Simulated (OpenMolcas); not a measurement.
**Worked example: vertical energy of the triplet above the singlet of C2H7NSi (SMILES C=N[SiH2]C)**

C2H7NSi has 11 atoms, charge 0, and is taken as a singlet. As SMILES, `C=N[SiH2]C`. Geometry: relaxed at PBE0-D4/def2-TZVP. This is one conformer, not always the lowest.

Both states at this one shape; open shells run unrestricted unless said. 1 Eh = 27.2114 eV.

| level | program | singlet C2H7NSi (Eh) | triplet C2H7NSi (Eh) |
| --- | --- | --- | --- |
| HF/3-21G | OpenMolcas | -420.904344 | -420.800430 |
| M06-2X/6-31G* (spherical functions) | OpenMolcas | -424.544461 | -424.401699 |
| PBE0/6-31G* (spherical functions) | OpenMolcas | -424.349856 | -424.217796 |

Task: Work out the vertical gap, second state less first, at each level.

Result: 
1. HF/3-21G: -420.800430 − (-420.904344) = 0.103914 Eh = 2.83 eV.
2. M06-2X/6-31G* (spherical functions): -424.401699 − (-424.544461) = 0.142762 Eh = 3.88 eV.
3. PBE0/6-31G* (spherical functions): -424.217796 − (-424.349856) = 0.132060 Eh = 3.59 eV.

No measured value is set beside it here; the levels span 2.83 to 3.88 eV. Hartree–Fock favours the state with fewer electron pairs, since it lacks pair correlation.
